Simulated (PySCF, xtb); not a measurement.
GaCl2, SMILES [Cl][Ga+][Cl], charge +1.

Harmonic wavenumbers (cm⁻¹) from GFN2-xTB in xtb at its own minimum, in rising order: 98, 98, 314, 451.

### Question
What does PySCF with r2SCAN-D4/def2-TZVP give at its own minimum? (The exact figures need the calculation; the answer reports its results.)

### Answer
113, 113, 424, 611. Paired by order, the mean absolute difference is 75 cm⁻¹ and the zero-point energies are 1.4 and 1.8 kcal/mol.
